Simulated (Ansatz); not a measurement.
AgCl (SMILES [Cl][Ag]), singlet, at a GFN2-xTB geometry (such geometries of metal compounds can be far from the true shape) (all electrons, no relativity); Ansatz (a first-principles code) with HF/3-21G.

The Ansatz input:
Ansatz 0.2 input:
```yaml
crystal:
  periodic: [false, false, false]
  atoms:
    - {symbol: Ag, position_ang: [-0.00000000, -0.00000000, -0.58724977]}
    - {symbol: Cl, position_ang: [0.00000000, 0.00000000, 1.62357288]}
basis:
  gaussian:
    orbitals: 3-21G.json
hamiltonian:
  xc: hf
```
The basis file holds 3-21G in the JSON format of the Basis Set Exchange.

Task: Predict the main parts of the log of this Ansatz run.

Result: 
```
Functional definition: HF
627 factors; integrals over basis functions are off by at most 2.1e-4 eV
mean field evaluation 1: about -153230.4408 eV, gradient 2.8e1 eV
mean field evaluation 2: about -153230.4601 eV, gradient 2.9e1 eV
mean field evaluation 4: about -153231.7467 eV, gradient 1.3e0 eV
mean field evaluation 8: about -153231.7738 eV, gradient 7.9e-2 eV
mean field -153231.77395413 eV, -5631.1638285875 hartree, gradient 1.9e-5 eV, S^2 0.000000; 0 other end points of the search recorded, 0 dependent functions left out
reference -153231.77395413 eV, -5631.1638285875 hartree; 32, 32 occupied and 20, 20 virtual orbitals, 627 factors
Total energy: -153231.77395413 eV, -5631.1638285875 hartree
```
